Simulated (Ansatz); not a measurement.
Two structures of GeH₅BrO, closed shell, reached by relaxing down either side of one saddle point (PBE0-D4/def2-TZVP). Energies are electronic, without zero-point energy. Computed with Ansatz 0.2.0 (basis: def2-TZVPP and def2-QZVPP); correlated methods freeze the cores. Filled d shells of the heavier atoms are correlated. The def2 sets are not built for correlating such inner shells, so the correlated values are less sure here. Extrapolation: Hartree–Fock as exp(−7.88 √X), correlation as X^−2.97. First:

```tsv
atom	x (Å)	y (Å)	z (Å)
Ge1	-0.9247	-0.1859	-0.6878
O2	-0.0216	-0.1320	0.8716
H3	0.0187	-0.9442	-1.6189
H4	-2.2443	-0.9339	-0.4454
H5	-1.1883	1.2534	-1.1555
H6	1.6949	0.1442	0.8159
Br7	3.1196	0.4105	0.6669
H8	-0.4543	0.3879	1.5533
```

Second:

```
8
angstrom
Ge -0.3094 0.3163 -1.2299
O 0.1087 -0.9974 1.7385
H -0.0789 -1.1919 -1.2739
H -1.4751 0.7308 -0.3331
H -0.4416 0.9174 -2.6353
H 0.8999 -0.4707 1.5839
Br 1.6148 1.2823 -0.3438
H -0.3185 -0.5869 2.4937
```

(1) Which bonds change from the first to the second?

(2) Give the saddle point's structure and its height above each. (An estimate is asked for; the value comes from the calculation.)

No T1 diagnostic of these runs exceeds 0.011.

## Answers

(1) GeH₄O ([OH][GeH3]) + HBr → GeH₃Br ([GeH3][Br]) + H₂O; bonds formed: Ge1–Br7, O2–H6; bonds broken: Ge1–O2, H6–Br7.

(2) The calculation gives: 53.2 kJ/mol above the first and 107.8 kJ/mol above the second (CCSD(T) at an estimated basis limit (MP2 extrapolated from triple and quadruple zeta, plus CCSD(T) − MP2 in triple zeta)).
```xyz
8
angstrom
Ge -0.3976 -0.0423 -0.7600
O 0.0350 -0.4102 1.2099
H 0.1447 -1.1586 -1.6432
H -1.8391 -0.4473 -0.3260
H -0.5253 1.3832 -1.2978
H 0.9534 -0.0119 1.2513
Br 2.1877 0.6878 -0.2856
H -0.5589 -0.0009 1.8516
```

Labels in which every atom is bracketed show which atoms are joined, not bond orders.

For scale, one of the runs: CCSD(T)/def2-TZVPP, 197 basis functions (an equivalent command: `ansatz run in.yaml --threads 4`). The run took 100 s on 4 CPU threads (shared host), with 2.5 GiB of host memory at its peak.
